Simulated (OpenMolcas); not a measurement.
## Ar IV: effect of the level shift or regulariser

```json
{"Program": "OpenMolcas 26.06", "Basis": "ANO-RCC-VTZP [5s4p2d1f]", "Scalar Hamiltonian": "DKH2, point nucleus", "Active space": "3 electrons in 3 orbitals (3p)", "State averaging": "2S+1 = 4 odd, 1 root; 2S+1 = 2 odd, 8 roots", "Spin-orbit coupling": "state interaction with AMFI integrals over the reference wave functions, term energies averaged over their components"}
```

Methods on the same reference wave functions:
A. CASSCF
B. SS-CASPT2, IPEA 0.25 Eh, imaginary shift 0.1 Eh (closed shells correlated: 2s 2p 3s)
C. SS-CASPT2, IPEA 0.25 Eh, real shift 0.2 Eh (closed shells correlated: 2s 2p 3s)
D. SS-CASPT2, IPEA 0.25 Eh, sigma2 regulariser 0.3 Eh (closed shells correlated: 2s 2p 3s)

Energies in eV above 3s2 3p3 4S* 3/2, the measured ground level; measured values from Saloman, J. Phys. Chem. Ref. Data 39, 033101 (2010).

```json
{"Level": "3s2 3p3 4S* 3/2", "A": "0.0000", "B": "0.0000", "C": "0.0000", "D": "0.0000", "Measured": "0.0000"}
{"Level": "3s2 3p3 2D* 3/2", "A": "3.2303", "B": "2.749", "C": "2.752", "D": "2.749", "Measured": "2.6149"}
{"Level": "3s2 3p3 2D* 5/2", "A": "3.2414", "B": "2.762", "C": "2.765", "D": "2.762", "Measured": "2.6309"}
{"Level": "3s2 3p3 2P* 1/2", "A": "5.3854", "B": "4.614", "C": "4.619", "D": "4.614", "Measured": "4.3214"}
{"Level": "3s2 3p3 2P* 3/2", "A": "5.4002", "B": "4.631", "C": "4.636", "D": "4.631", "Measured": "4.3435"}
```

Deviations, from unrounded energies. A percentage is the sum of absolute deviations over the sum of measured energies, with the sign that they share, or ± where signs differ.

```csv
Against measurement,Levels,A,B,C,D
mean absolute deviation (cm-1),4,6700,1700,1700,1700
other terms of the ground configuration (%),4,+24.1,+6.1,+6.2,+6.1
```

B, C, D lie about equally close to measurement and A furthest from it. The largest miss of D in the table is 3s2 3p3 2P* 1/2, by +2400 cm-1. The ranking rests on the paired levels alone, and a cruder setting can come out closer through cancelling errors.

Among B to D the level of the table that moves most is 3s2 3p3 2P* 1/2, by 40 cm-1 (lowest in D, highest in C). Moves below CASPT2's spread within the term are not significant.

The mean deviations of B to D differ by less than CASPT2's widest spread within a term (250 cm-1), so their order carries little weight.

From A to B the spin-free energies of the other terms of 3s2 3p3 shown, above 4S*, scale by factors of 0.85 to 0.86.

The lowest spin-free term lies below A's lowest term by 0.139 hartree in B, 0.139 hartree in C, 0.139 hartree in D.

CASPT2 does not keep the components of a term degenerate, so their means are used; among the terms shown or strongly mixed into the levels shown the widest spread is 250 cm-1 (3s2 3p3 2D*, D). With the s shell closed, the reference lacks s² → p² mixing. Computed and measured levels are paired by configuration, term and J; levels that our copy of the source lacks, or whose pairing is in doubt (as where it misses far off the trend of its configuration), stay unpaired and out of the deviations. Levels of configurations outside the active space are missing.

* marks odd parity.
